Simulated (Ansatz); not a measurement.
CH₈SSi₂ (`CS[SiH2][SiH3]`), relaxed with RKS PBE-D4/def2-SVP in the Gaussian-basis code of Ansatz from a rough embedded geometry. The force threshold is 0.03 eV/Å; the program also tests the step.

Charge 0, multiplicity 1.

Start:

```xyz
12

C    -1.748    1.717    0.808
S    -0.069    1.250    0.817
Si   -0.045   -0.554   -0.395
Si    2.143   -1.362   -0.513
H    -2.424    0.940    1.213
H    -2.156    1.926   -0.232
H    -1.932    2.653    1.387
H    -0.942   -1.472    0.273
H    -0.584   -0.198   -1.666
H     3.032   -0.462   -1.162
H     2.635   -1.793    0.814
H     2.090   -2.644   -1.344
```

**Question.** How much energy does the relaxation release, and in how many steps? (An estimate is asked.)

**Answer.** Ansatz gave: 0.35 eV, in 6 steps.

**Question.** Which bonds change most? (Estimate.)

**Answer.** Ansatz gave: C1–S2 from 1.743 to 1.838 Å; Si3–H9 from 1.426 to 1.510 Å; Si4–H10 from 1.422 to 1.504 Å; Si3–H8 from 1.447 to 1.510 Å.

**Question.** Give the relaxed structure. (Best estimate.)

**Answer.** Ansatz gave: 
```xyz
12

C    -1.766    1.728    0.800
S     0.002    1.228    0.812
Si   -0.093   -0.560   -0.391
Si    2.106   -1.386   -0.507
H    -2.407    0.952    1.263
H    -2.118    1.941   -0.228
H    -1.835    2.654    1.401
H    -1.017   -1.584    0.225
H    -0.626   -0.262   -1.772
H     3.011   -0.361   -1.133
H     2.610   -1.712    0.873
H     2.133   -2.638   -1.344
```
